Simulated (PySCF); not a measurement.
Scalar relativity in K⁺ (potassium, charge +1)

[Ar], closed-shell 1S; PBE calculated with PySCF 2.14 in dyall-acv3z, once non-relativistic with a point nucleus and once with spin-free X2C-1e and a Gaussian nucleus.

```
shell  ε non-rel. (eV)  ε X2C (eV)  rms r non-rel. (bohr, spins averaged)  rms r X2C (bohr, spins averaged)  change of radius (%)
   1s          -3511.1     -3526.4                                0.09451                           0.09382                 -0.74
   2s          -356.63     -359.42                                 0.4245                            0.4220                 -0.59
   2p          -286.07     -286.15                                 0.3911                            0.3904                 -0.20
   3s          -41.126     -41.442                                  1.370                             1.363                 -0.47
   3p          -24.896     -24.880                                  1.555                             1.554                 -0.05
```

The total energy goes from -599.5469 to -601.8638 hartree.

Relativity contracts and stabilises s shells directly. The contracted s shells screen the nucleus better, so for spin-averaged p shells the direct and indirect effects partly cancel.
